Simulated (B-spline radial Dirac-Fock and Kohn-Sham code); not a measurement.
# Elastic and transport cross sections of arsenic for electrons

Calculated with a B-spline atomic structure program, using relativistic (Dirac) partial waves in the static field of the Dirac-Fock atom with Furness-McCarthy exchange, without polarisation or absorption potentials. σ_tr1 and σ_tr2 weight the cross section with 1 − P₁ and 1 − P₂ of cos θ; "backward" is the share scattered beyond 90°.

```tsv
energy (eV)	σ (a₀²)	σ_tr1 (a₀²)	σ_tr2 (a₀²)	σ/σ_tr1	backward (%)
500	9.62	2.88	2.29	3.34	13
523	9.40	2.76	2.21	3.41	13
679	8.20	2.09	1.82	3.93	11
910	?	?	?	?	?
925	6.92	1.45	1.46	4.77	8.5
1000	6.63	1.32	1.37	5.02	8.0
1400	5.48	0.857	1.04	6.40	6.0
1500	5.27	0.782	0.981	6.75	5.7
1630	5.03	0.699	0.909	7.19	5.2
1740	4.84	0.639	0.854	7.57	4.9
```

Question: Fill in the row for 910 eV.

Answer: σ = 6.99 a₀², σ_tr1 = 1.48 a₀², σ_tr2 = 1.48 a₀², σ/σ_tr1 = 4.72, backward 8.6 %. The ratio σ/σ_tr1 is roughly the number of elastic collisions that randomise the direction.
